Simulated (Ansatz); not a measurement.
Diatomic InNi, multiplicity 2 (lowest of 2S+1 = 2, 4 at PBE0/def2-TZVPP; our sources give no spin for the ground state, which may be another). No spin–orbit coupling. Ni is treated without relativity.

Seven points along R, fitted to fifth degree in 1/R; most abundant isotopes. Runs in def2 and cc sets follow the lowest solution found near the PBE0 minimum.

Run with Ansatz (Gaussian orbitals). Each number belongs to the level named beside it. In def2 rows elements past Kr take small-core potentials, without spin–orbit coupling.

Energies at B3LYP/def2-TZVPP:

| R (Å) | E (hartree) |
|---|---|
| 2.391876 | -1698.58369182 |
| 2.456174 | -1698.58630563 |
| 2.515328 | -1698.58762546 |
| 2.582197 | -1698.58813224 |
| 2.649067 | -1698.58781855 |
| 2.726224 | -1698.58667858 |
| 2.816241 | -1698.58457208 |

**Question.** With a reduced mass of 38.5155 u, find the minimum, the force constant and the constants.

**Answer.** A fifth-degree polynomial in 1/R puts the minimum at r_e = 2.5873 Å with force constant 78.0 N/m. Then ω_e = (1/2πc)√(k/μ) = 185 cm⁻¹ and B_e = h/(8π²cμr_e²) = 0.06538 cm⁻¹; the cubic and quartic terms give α_e = 0.00032 and ω_e x_e = 0.57 cm⁻¹.

Ansatz is an electronic-structure program.
